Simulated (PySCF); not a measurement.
Working out the ionisation energy of P⁺

P⁺ [Ne] 3s2 3p2 (3P) → P²⁺ [Ne] 3s2 3p1 (2P). Calculation: PySCF 2.14, in pcseg-2; no relativity, point nucleus. Frozen: [Ne]. Energies in hartree (1 hartree = 27.21139 eV):

```json
{"part": "UHF", "P⁺ (lower)": "-340.344389", "P²⁺ (upper)": "-339.640613"}
{"part": "CCSD correlation", "P⁺ (lower)": "-0.078583", "P²⁺ (upper)": "-0.063151"}
{"part": "(T)", "P⁺ (lower)": "-0.001955", "P²⁺ (upper)": "-0.000963"}
```

Question: What does Hartree-Fock give?

Answer: (-339.640613) − (-340.344389) = 0.703776 hartree = 19.151 eV.

Question: What do CCSD and CCSD(T) give?

Answer: The CCSD correlation energies differ by 0.015432 hartree = 0.420 eV and the triples by 0.000992 hartree = 0.027 eV, so CCSD gives 19.571 eV and CCSD(T) 19.598 eV.

Reference: 19.769 eV (semi-empirical (NIST evaluation); NIST Atomic Spectra Database, ionization energies), between the lowest levels; spin-orbit coupling is absent from the calculation.

What remains against the reference includes basis incompleteness, the frozen core and higher excitations.
